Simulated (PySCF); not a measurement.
## Do core-level shifts follow atomic charges?

Compound: C6H9BS.
Cartesian coordinates in Å at the PBE0-D3(BJ)/def2-SVP level; atoms count from 1:
```xyz
17
C6H9BS angstrom
C     -1.8134    1.7055   -0.2298
B     -1.1885    0.2730   -0.0461
C     -2.1285   -0.9910    0.0665
C      0.3433    0.0639    0.0240
C      1.0645   -1.1092    0.1949
C      2.4667   -0.9300    0.2098
C      2.8184    0.3926    0.0502
S      1.4494    1.3941   -0.1169
H     -1.1015    2.5355   -0.3504
H     -2.4987    1.7034   -1.0955
H     -2.4551    1.9262    0.6422
H     -3.2002   -0.7453    0.0885
H     -1.8918   -1.5900    0.9618
H     -1.9544   -1.6594   -0.7953
H      0.5770   -2.0795    0.3069
H      3.1932   -1.7342    0.3330
H      3.8232    0.8138    0.0238
```

Binding energies: delta-SCF UKS SCAN, pcX-2 on the ionised atom, pcseg-1 elsewhere, spin-free X2C in PySCF. Charges: PBE0/pcSseg-1 ground-state density, for the ionised atom.

```json
{"atom": "C1", "environment": "sp3 carbon bound to boron", "C 1s (eV)": "289.77", "Mulliken (e)": "-0.550", "IAO (e)": "-0.562", "Hirshfeld (e)": "-0.198", "ESP (e)": "-0.725"}
{"atom": "C4", "environment": "substituted aromatic carbon", "C 1s (eV)": "290.00", "Mulliken (e)": "-0.532", "IAO (e)": "-0.280", "Hirshfeld (e)": "-0.109", "ESP (e)": "-0.335"}
{"atom": "C5", "environment": "aromatic CH carbon", "C 1s (eV)": "290.24", "Mulliken (e)": "-0.059", "IAO (e)": "-0.141", "Hirshfeld (e)": "-0.054", "ESP (e)": "-0.022"}
{"atom": "C6", "environment": "aromatic CH carbon", "C 1s (eV)": "290.32", "Mulliken (e)": "-0.058", "IAO (e)": "-0.186", "Hirshfeld (e)": "-0.073", "ESP (e)": "-0.279"}
{"atom": "C7", "environment": "aromatic CH next to a ring sulfur", "C 1s (eV)": "290.64", "Mulliken (e)": "-0.275", "IAO (e)": "-0.305", "Hirshfeld (e)": "-0.073", "ESP (e)": "-0.119"}
```

Question: Give the correlation coefficient and slope of binding energy on charge for each scheme.

Answer: Hirshfeld: r = 0.81, slope 4.7 eV per e; ESP: r = 0.80, slope 1.0 eV per e; Mulliken: r = 0.64, slope 0.9 eV per e; IAO: r = 0.59, slope 1.2 eV per e. On 5 points no scheme stands out.

Question: The point-charge model writes a binding energy as kq + V + constant, with V the potential of the other atoms' charges at the site. What does it give with the IAO charges?

Answer: V = Σ 14.40 eV Å × q/r over all other atoms: +6.99 eV at C1, +1.75 eV at C4, -0.50 eV at C5, +0.17 eV at C6, +2.86 eV at C7. Fitting binding energy − V to q gives k = 19.2 eV per e and leaves an rms residual of 0.09 eV, against 0.24 eV for the fit on q alone. The model has no term for differences in relaxation between sites.

Geometry: PBE0-D3(BJ)/def2-SVP; no solvent, vibrations or thermal averaging.
